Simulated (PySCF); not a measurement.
Zr(Cl)3(OH) cation (Cl3HOZr), SMILES [Cl][Zr]([Cl])([OH])[Cl] (connectivity only; charge and spin as stated), charge +1, multiplicity 2. Atoms are numbered in the order given.

```xyz
6

Zr    -0.2159    -0.3129     0.0000
Cl     0.9449    -0.3700    -2.0420
Cl     0.9449    -0.3700     2.0420
Cl    -0.3400     2.1041     0.0000
O     -1.8723    -1.1374     0.0000
H     -2.7347    -1.5759     0.0000
```
Charge +1, spin multiplicity 2.

Geometry: PBE0-D3(BJ)/def2-SVP. The geometry has at least one imaginary mode, so it is a saddle point at that level. The multiplicity is an assumed one; no other spin state was optimised. The isomer is the one that the SMILES or the coordinates give; other isomers of the formula were not compared. The def2 effective core potentials stand for the cores of Zr; spin–orbit coupling is left out. The values are those of a single conformer.

Method: PBE0-D3(BJ)/def2-SVP in PySCF.

Frequencies are harmonic and unscaled.

Computed vibrational spectrum:
```tsv
mode	ν (cm⁻¹)	IR (km/mol)	moving atoms (share of kinetic energy)
1	178i	64.6	Cl 75 %, Zr 24 %
2	47	2.0	Cl 81 %, Zr 18 %
3	85	3.5	Cl 64 %, Zr 27 %, O 8 %
4	101	1.0	O 53 %, Cl 32 %, H 9 %
5	129	0.1	O 59 %, Cl 24 %, H 10 %
6	241	28.6	Cl 69 %, Zr 30 %
7	272	20.9	Cl 71 %, Zr 23 %
8	372	19.2	Cl 84 %, Zr 13 %
9	424	143.2	H 85 %, O 11 %
10	503	158.0	H 86 %, O 13 %
11	826	151.3	O 78 %, Zr 17 %
12	3874	746.2	H 94 %
```
